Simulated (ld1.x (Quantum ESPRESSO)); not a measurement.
## boron: one change to a TM potential, before and after

boron, norm-conserving Troullier–Martins (Kleinman–Bylander form), made with ld1.x (Quantum ESPRESSO) 7.5 (PBE, scalar-relativistic). Core [He], reference 2s2 2p1. Waves: 2s (bound): rc 1.05 bohr; 2p (bound): rc 2.15 bohr. Local part: all-electron potential smoothed inside 1.80 bohr (lloc = -2). Core correction: none.

Change: core correction a·sin(br)/r model core inside 1.08 bohr.

Cutoffs: the cutoffs (Ry, on a coarse ladder) from which the occupation-weighted sum of valence levels, in a spherical-Bessel basis at the reference potential, stays within 10 and 1 mRy of its value at 400 Ry; they do not see the model core or the augmentation charge, which bear on the density cutoff. Errors are all-electron minus pseudo energies relative to the spin-unpolarised reference configuration.

Question: Predict the effect on cutoff, ghosts and configuration errors.

Answer: The potential gets neither clearly harder nor softer (45 Ry and 110 Ry → 45 Ry and 110 Ry); of the 7 tests that both files solve, the error grows in 1 and shrinks in 5 by more than 15 % and 0.3 meV (median size 11.9 → 10.7 meV); neither file shows a bound ghost. A model core, the more so a compact one, raises the density cutoff, which this test does not measure.

```tsv
quantity	base	changed
cutoff, loose	45 Ry	45 Ry
cutoff, tight	110 Ry	110 Ry
bound ghosts	none	none
error for 2s2 2p0, meV [ΔE 8.22 eV]	+33	+26
error for 2s1 2p0, meV [ΔE 33.64 eV]	+122	+93
error for 2s2 2p0.5, meV [ΔE 2.89 eV]	+4.0	+3.0
error for 2s0 2p3, meV [ΔE 11.72 eV]	+25	+11
error for 2s2 2p1.3, meV [ΔE -0.74 eV]	+0.3	+0.2
error for 2s1 2p2, meV [ΔE 5.85 eV]	+8.4	+1.1
error for 2s1 2p1, meV [ΔE 14.36 eV]	-12	-14
s: phases at 2.36 bohr within 0.05 rad from the reference energy up to (Ry; the scan ends near 5)	3.1	3.1
p: phases at 2.36 bohr within 0.05 rad from the reference energy up to (Ry; the scan ends near 5)	2.1	2.1
```
